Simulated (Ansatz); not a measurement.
Abridged output of a molecular run in Ansatz:

```
Functional definition: HF
2586 factors; integrals over basis functions are off by at most 9.5e-4 eV
mean field evaluation 1: about -96004.0637 eV, gradient 2.3e1 eV
mean field evaluation 2: about -96004.4400 eV, gradient 2.3e1 eV
mean field evaluation 4: about -96007.9188 eV, gradient 4.3e0 eV
mean field evaluation 8: about -96007.9422 eV, gradient 2.1e-1 eV
mean field evaluation 16: about -96007.9424 eV, gradient 1.8e-6 eV
mean field -96007.94244790 eV, -3528.2268084395 hartree, gradient 1.8e-6 eV, S^2 0.000000; 0 other end points of the search recorded, 0 dependent functions left out
34 core orbitals not correlated: weight in the atoms' cores, before any rotation towards them, 1.000 or more for the frozen orbitals, at most 0.000 for the correlated occupied ones
reference -96007.94244790 eV, -3528.2268084395 hartree; 24, 24 occupied and 396, 396 virtual orbitals, 2586 factors
second order -24.60470678 eV of doubles, -0.00000000 eV of singles
cycle   1  -26.61698385 eV  change    -2.0e0 eV  update   1.4e-1
cycle   2  -27.64533243 eV  change    -1.0e0 eV  update   4.3e-2
cycle   3  -27.74267291 eV  change   -9.7e-2 eV  update   1.7e-2
cycle   4  -27.73302747 eV  change    9.6e-3 eV  update   5.0e-3
cycle   5  -27.72932926 eV  change    3.7e-3 eV  update   1.4e-3
cycle   6  -27.72845850 eV  change    8.7e-4 eV  update   4.2e-4
cycle   7  -27.72846807 eV  change   -9.6e-6 eV  update   1.1e-4
cycle   8  -27.72851622 eV  change   -4.8e-5 eV  update   3.7e-5
perturbative correction -1.04852622 eV, -0.0385326277 hartree
Total energy: -96036.71949034 eV, -3529.2843452434 hartree
```

Its atoms:

Z-matrix (Å, degrees):
```
Si
Si 1 2.339
H 1 1.488 2 109.8
H 1 1.487 2 111.7 3 120.7
H 1 1.488 2 109.4 3 -118.6
Si 2 2.337 1 109.1 3 50.0
H 2 1.490 1 109.9 3 -68.8
H 2 1.490 1 109.9 3 172.2
Si 6 2.337 2 108.9 1 -54.5
H 6 1.490 2 109.8 1 66.4
H 6 1.490 2 110.4 1 -174.2
Ge 9 2.385 6 110.3 2 -50.3
H 9 1.489 6 109.7 2 69.8
H 9 1.490 6 110.3 2 -171.3
Si 12 2.381 9 113.5 6 84.2
H 12 1.542 9 109.3 6 -38.3
H 12 1.542 9 109.2 6 -155.2
H 15 1.486 12 109.7 9 54.2
H 15 1.487 12 109.8 9 173.8
H 15 1.486 12 111.0 9 -66.2
```

(1) Which basis set was used?
A. def2-QZVPP
B. def2-TZVPPD
C. def2-SVPD
D. def2-TZVPP

(2) Write the keys of the input that set method, charge and spin (a neutral closed shell needs none for the last two).

## Answers

(1) D. It gives 454 functions.

(2) 
```yaml
correlation: {method: ccsd_t}
```
